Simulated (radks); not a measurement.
Question: Species: the arsenic ion As+. Configuration: [Ar] 3d10 4s2 4p2. All-electron calculation, scalar-relativistic Kohn-Sham, AM05, spin-unpolarised, spherical densities, point nucleus. Program: a radial shooting solver on a logarithmic mesh with Libxc functionals. Some entries of the table are withheld. Estimate them.

orbital,occ.,eigenvalue (eV),r(max) (bohr),<r> (bohr)
1s,2,-11710.18,0.02977,0.04555
2s,2,-1494.317,(1),0.2030
2p,6,-1312.347,(2),0.1774
3s,2,-199.4034,0.5222,(3)
3p,6,-143.1377,0.5212,0.6177
3d,10,-50.4587,0.4758,0.6772
4s,2,-23.3376,1.595,(4)
4p,2,-13.3166,(5),(6)

Answer: 
(1) 2s r(max) (bohr): 0.1703
(2) 2p r(max) (bohr): 0.1363
(3) 3s <r> (bohr): 0.5992
(4) 4s <r> (bohr): 1.874
(5) 4p r(max) (bohr): 1.900
(6) 4p <r> (bohr): 2.305
